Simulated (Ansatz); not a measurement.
The cluster SiB₃. Charge 0, multiplicity 2. Geometry r2SCAN-D4/def2-TZVP, basis def2-TZVP, Ansatz.

```xyz
4

B     0.356    0.603   -0.677
B    -0.536    1.100    0.472
B    -0.451   -0.408    0.762
Si    0.631   -1.296   -0.557
```

```
run  HOMO (eV)  LUMO (eV)
  A      -5.74      -5.00
  B      -6.73      -3.94
  C      -9.20      -1.91
  D      -5.74      -4.71
  E      -8.70      -2.12
  F      -6.06      -4.56
```

LC-ωPBE has ω = 0.4 bohr⁻¹. The structure comes from a short search, and lower isomers may exist.

HOMO and LUMO are taken over both spins.

**Question.** The runs used LC-ωPBE, LDA (SPW92), PBE, PBE0, r2SCAN, ωB97X-V. Estimate which is which.

**Answer.** A LDA (SPW92) (0 % exact exchange); B PBE0 (25 % exact exchange); C LC-ωPBE (range-separated); D PBE (0 % exact exchange); E ωB97X-V (range-separated); F r2SCAN (0 % exact exchange). Exact exchange lowers occupied and raises empty levels; among semilocal functionals meta-GGAs tend to open the gap a little, and such runs are hard to tell apart. The gap grows from 0.75 eV (LDA (SPW92)) to 7.29 eV (LC-ωPBE). At r2SCAN-D4/def2-TZVP the charge 0 doublet is spin-contaminated (final ⟨S²⟩ up to 0.83, 0.75 for a pure state).
